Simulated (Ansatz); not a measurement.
C21H15N3 (relaxed from a model of trityl dicyanamide, whose bonding it doesn't keep). The state is a triplet with charge 0. Geometry PBE-D4/def2-SVP, that of the neutral singlet; atoms count from 1.

```xyz
39

N     1.967   -5.791    0.605
C     1.754   -4.677    0.929
N     1.504   -3.470    1.396
C     1.380   -2.324    0.932
N     1.358   -1.150    0.640
C     2.359    2.349   -2.807
C     3.095    1.784   -1.753
C     2.462    0.962   -0.811
C     1.085    0.691   -0.912
C     0.388   -0.155    0.169
C     0.004    0.718    1.384
C    -0.123    2.115    1.277
C    -0.531    2.879    2.382
C    -0.810    2.260    3.608
C    -0.681    0.867    3.723
C    -0.278    0.103    2.620
C    -0.841   -0.882   -0.416
C    -2.155   -0.571   -0.027
C    -3.245   -1.249   -0.600
C    -3.033   -2.244   -1.563
C    -1.722   -2.554   -1.963
C    -0.637   -1.874   -1.399
C     0.351    1.255   -1.972
C     0.986    2.083   -2.912
H     2.857    2.992   -3.548
H     4.174    1.983   -1.664
H     3.037    0.518    0.015
H     0.098    2.612    0.322
H    -0.623    3.971    2.280
H    -1.124    2.862    4.475
H    -0.894    0.369    4.681
H    -0.190   -0.988    2.726
H    -2.333    0.205    0.731
H    -4.268   -0.995   -0.282
H    -3.888   -2.778   -2.005
H    -1.544   -3.329   -2.723
H     0.385   -2.108   -1.734
H    -0.724    1.046   -2.064
H     0.400    2.515   -3.737
```

Single mean-field runs in def2-TZVP are fitted with def2-universal-jkfit. At PBE0-D4/def2-TZVP a singlet of charge 0 lies 4.04 eV below the triplet at the same geometry.

Q: Estimate the Mulliken populations of the heavy atoms from the PBE0/def2-TZVP orbitals of Ansatz.

A: 
```json
{"atom": "N1", "charge (e)": "-0.10", "spin (α − β)": "0.00"}
{"atom": "C2", "charge (e)": "0.02", "spin (α − β)": "0.00"}
{"atom": "N3", "charge (e)": "-0.23", "spin (α − β)": "0.01"}
{"atom": "C4", "charge (e)": "0.20", "spin (α − β)": "0.01"}
{"atom": "N5", "charge (e)": "-0.21", "spin (α − β)": "0.00"}
{"atom": "C6", "charge (e)": "-0.10", "spin (α − β)": "0.00"}
{"atom": "C7", "charge (e)": "-0.12", "spin (α − β)": "0.01"}
{"atom": "C8", "charge (e)": "-0.19", "spin (α − β)": "0.00"}
{"atom": "C9", "charge (e)": "-0.16", "spin (α − β)": "0.00"}
{"atom": "C10", "charge (e)": "0.95", "spin (α − β)": "-0.01"}
{"atom": "C11", "charge (e)": "-0.12", "spin (α − β)": "0.59"}
{"atom": "C12", "charge (e)": "-0.13", "spin (α − β)": "-0.24"}
{"atom": "C13", "charge (e)": "-0.11", "spin (α − β)": "0.63"}
{"atom": "C14", "charge (e)": "-0.12", "spin (α − β)": "0.65"}
{"atom": "C15", "charge (e)": "-0.12", "spin (α − β)": "-0.25"}
{"atom": "C16", "charge (e)": "-0.30", "spin (α − β)": "0.69"}
{"atom": "C17", "charge (e)": "-0.18", "spin (α − β)": "0.01"}
{"atom": "C18", "charge (e)": "-0.10", "spin (α − β)": "0.01"}
{"atom": "C19", "charge (e)": "-0.14", "spin (α − β)": "0.01"}
{"atom": "C20", "charge (e)": "-0.11", "spin (α − β)": "0.00"}
{"atom": "C21", "charge (e)": "-0.10", "spin (α − β)": "0.01"}
{"atom": "C22", "charge (e)": "-0.27", "spin (α − β)": "0.00"}
{"atom": "C23", "charge (e)": "-0.14", "spin (α − β)": "0.00"}
{"atom": "C24", "charge (e)": "-0.13", "spin (α − β)": "0.01"}
```
Mulliken values and Mayer orders depend strongly on the basis.

Q: Where does the spin sit?

A: Summed by element: N 0.01, C 2.09, H -0.10, of 2 unpaired in all. Largest on single atoms: C16 0.69, C14 0.65, C13 0.63.

Q: And the Mayer bond orders between bonded heavy atoms (over 0.3)?

A: N1–C2 2.99 (1.18 Å); C2–N3 1.19 (1.32 Å); N3–C4 1.77 (1.24 Å); C4–N5 2.16 (1.21 Å); N5–C10 0.75 (1.47 Å); C6–C7 1.40 (1.40 Å); C6–C24 1.41 (1.40 Å); C7–C8 1.44 (1.40 Å); C8–C9 1.44 (1.41 Å); C9–C10 0.76 (1.54 Å); C9–C23 1.37 (1.41 Å); C10–C11 0.77 (1.54 Å); C10–C17 0.70 (1.54 Å); C11–C12 1.35 (1.41 Å); C11–C16 0.98 (1.41 Å); C12–C13 1.49 (1.40 Å); C13–C14 0.95 (1.40 Å); C14–C15 1.43 (1.40 Å); C15–C16 1.44 (1.40 Å); C17–C18 1.38 (1.41 Å); C17–C22 1.43 (1.41 Å); C18–C19 1.42 (1.41 Å); C19–C20 1.42 (1.40 Å); C20–C21 1.39 (1.41 Å); C21–C22 1.46 (1.40 Å); C23–C24 1.42 (1.40 Å).
